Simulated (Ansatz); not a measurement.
Start from `O[Si]1(Br)CC1` and change one atom or group to get `F[Si]1(Br)CC1`.

Ansatz, PBE0-D4/def2-TZVP geometries, multiplicity 1. Each molecule was computed in one conformer, which needn't be the lowest.

Scalar relativity is left out up to krypton.

```tsv
property	`O[Si]1(Br)CC1`
LUMO energy (PBE/def2-TZVPP) / eV	-0.91
LUMO energy (B3LYP/def2-TZVPP) / eV	-0.28
HOMO energy (PBE/def2-TZVPP) / eV	-5.79
LUMO energy (ωB97M-V/def2-TZVPP) / eV	1.73
LUMO energy (PBE0/def2-TZVPP) / eV	0.02
HOMO energy (PBE0/def2-TZVPP) / eV	-7.01
```

Give the same properties after the change, and the shifts. (Estimate.)

Computed: 
```csv
property,`F[Si]1(Br)CC1`,shift
LUMO energy (PBE/def2-TZVPP) / eV,-1.10,-0.19
LUMO energy (B3LYP/def2-TZVPP) / eV,-0.41,-0.13
HOMO energy (PBE/def2-TZVPP) / eV,-6.13,-0.34
LUMO energy (ωB97M-V/def2-TZVPP) / eV,1.78,0.05
LUMO energy (PBE0/def2-TZVPP) / eV,-0.14,-0.16
HOMO energy (PBE0/def2-TZVPP) / eV,-7.37,-0.36
```

With PBE0 the HOMO falls by 0.36 eV and the LUMO falls by 0.16 eV, so the gap widens by about 0.20 eV. PBE moves the HOMO by -0.34 eV and ωB97M-V by -0.35 eV.

B3LYP here is the variant with VWN-RPA as its local correlation; programs differ in this.

Spin–orbit coupling is left out; it splits and shifts lone-pair levels of the heavy atoms by tenths of an eV.
